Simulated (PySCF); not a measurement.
# Ionisation energy of Ga²⁺ by level of theory

Ga²⁺ [Ar] 3d10 4s1 (2S) → Ga³⁺ [Ar] 3d10 (1S), as a difference of total energies. All numbers are calculated (PySCF 2.14, no relativity, point nucleus, in def2-TZVP (6s5p4d1f, 48 functions)). The calculations carry no spin-orbit coupling.

```json
{"method": "UHF", "ionisation energy (eV)": "29.183"}
{"method": "PBE", "ionisation energy (eV)": "31.029"}
{"method": "B3LYP", "ionisation energy (eV)": "31.093"}
```

These non-relativistic numbers lack the scalar-relativistic shift.

For comparison: 30.726 eV (measured; NIST Atomic Spectra Database, ionization energies).
